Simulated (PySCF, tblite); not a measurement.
Isomers of C6H13PS. Computed with GFN2-xTB (tblite): harmonic, unscaled wavenumbers at the GFN2-xTB geometry, gas phase. Against measured fundamentals such values can be off by several per cent, at times by over 20. Modes of hydrogen on phosphorus can be 10 to 20 % off. One conformer each.

Electronic energies: PBE0/pcSseg-1 single points on the GFN2-xTB geometries (PySCF, gas phase).

```tsv
SMILES	electronic energy, lowest = 0 (kcal/mol)
CC[P@@]1(=S)[C@H](C)[C@@H]1C	2.7
CSCPC1CCC1	28.2
CCP1CCSCC1	0.0
C=CC[P@@H](=S)CCC	3.9
```

Problem. How do GFN2-xTB zero-point energies change the relative energies?

Solution. 
```csv
SMILES,ZPE (kcal/mol),of it from modes above 1550 cm⁻¹,electronic (kcal/mol),"with ZPE, lowest = 0 (kcal/mol)",lowest mode (cm⁻¹),rings
CCP1CCSCC1,110.8,55.1,0.0,0.0,64,1
CC[P@@]1(=S)[C@H](C)[C@@H]1C,110.2,55.9,2.7,2.1,47,1
C=CC[P@@H](=S)CCC,108.6,57.1,3.9,1.6,45,0
CSCPC1CCC1,109.2,54.6,28.2,26.6,28,1
```

The zero-point energies span 2.2 kcal/mol, from `C=CC[P@@H](=S)CCC` to `CCP1CCSCC1`. The lowest isomer stays, but the order above it changes.

Problem. And how do the electronic energies of GFN2-xTB itself compare?

Solution. `CCP1CCSCC1` 1.2; `CC[P@@]1(=S)[C@H](C)[C@@H]1C` 4.2; `C=CC[P@@H](=S)CCC` 0.0; `CSCPC1CCC1` 19.0 kcal/mol, lowest = 0. Against the energies above, taken from the same isomer `CCP1CCSCC1`, the largest difference is 10.4 kcal/mol.

Problem. What do entropy and thermal enthalpy add at 298.15 K and 1 bar (rigid rotor, harmonic oscillator, one conformer each)?

Solution. 
```csv
SMILES,point group,symmetry number,S (cal/(mol K)),H − H(0) (kcal/mol),ZPE + H − H(0) − TS (kcal/mol)
CCP1CCSCC1,C1,1,97.0,6.82,88.7
CC[P@@]1(=S)[C@H](C)[C@@H]1C,C1,1,104.3,7.70,86.8
C=CC[P@@H](=S)CCC,C1,1,105.6,7.59,84.7
CSCPC1CCC1,C1,1,104.6,7.26,85.3
```
